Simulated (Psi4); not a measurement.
Intermolecular potential of H4Si ··· H4Ge (SMILES [SiH4] and [GeH4]), singlet. Monomers: optimised at B3LYP-D3(BJ) (def2-TZVP), held rigid. Orientation: lowest of the rigid-body minima from ten starts at GFN2-xTB. Only R, the distance of the centres of mass, is varied, so the lowest point isn't the relaxed dimer.

Level of theory: Psi4 with SAPT0/jun-cc-pVDZ, frozen core.

Components in kcal/mol:

```tsv
R / Å	electrostatics	exchange	induction	dispersion	total
3.36	-1.92	10.46	-1.06	-3.23	4.25
3.51	-1.04	6.64	-0.67	-2.48	2.46
3.76	-0.32	3.08	-0.31	-1.62	0.84
3.95	-0.08	1.70	-0.17	-1.19	0.26
4.12	0.01	0.99	-0.10	-0.91	0.00
4.36	0.06	0.46	-0.05	-0.63	-0.16
4.63	0.07	0.19	-0.02	-0.43	-0.19
4.92	0.06	0.07	-0.01	-0.29	-0.17
5.41	0.03	0.01	0.00	-0.16	-0.12
6.15	0.01	0.00	0.00	-0.07	-0.06
7.16	0.00	0.00	0.00	-0.03	-0.02
8.42	0.00	0.00	0.00	-0.01	-0.01
```
